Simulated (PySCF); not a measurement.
Values are calculated unless marked as measured or tabulated.
## Si2ClOF4

Si2ClOF4 is a small molecule (built as: Si site whose three back bonds go to F, Cl, OSiF3), neutral, doublet. The structure, one conformer, was relaxed in the gas phase by PBE0-D3(BJ)/def2-SVP. No frequency run checks that it is a minimum.

SMILES: F[Si](Cl)O[Si](F)(F)F

```
atom   x (Å)   y (Å)   z (Å)
 Si1  -0.215  -1.633  -1.290
  F2  -1.664  -1.176  -1.838
 Cl3   1.161  -1.358  -2.788
  O4   0.157  -0.642  -0.027
 Si5   0.141   0.730   0.827
  F6   0.435   1.983  -0.110
  F7  -1.276   0.942   1.520
  F8   1.254   0.668   1.961
```

EPR values by unrestricted B3LYP, IGLO-III on Cl F O Si.

(1) Predict g and the largest hyperfine couplings. Where does the spin sit?

(2) How do the isotropic couplings move with BHandHLYP?

Results:

(1) g = 1.9995, 2.0015, 2.0017. The spin sits on Si1 (83 %, bonded to 1 Cl + 1 F + 1 O) by Mulliken populations.
```tsv
atom	isotope	isotropic (MHz)	dipolar, principal values (MHz)
Si1	29Si	-1372.2	-113.6, 55.9, 57.7
F2	19F	290.6	-128.9, -123.0, 251.9
O4	17O	-100.8	-15.2, 7.1, 8.1
Cl3	35Cl	41.6	-26.7, -26.4, 53.2
Si5	29Si	-35.8	-4.0, 2.0, 2.1
F6	19F	14.4	-6.5, -6.2, 12.6
```

(2) Si1 -1372.2 to -1404.4 MHz, F2 290.6 to 313.8 MHz, O4 -100.8 to -99.3 MHz, Cl3 41.6 to 43.4 MHz.

The 2 runs behind this took 3.7 min in all, one thread each of Intel Xeon Platinum 8259CL on a shared host, launched as `OMP_NUM_THREADS=1 python cluster_run.py task.json out`.
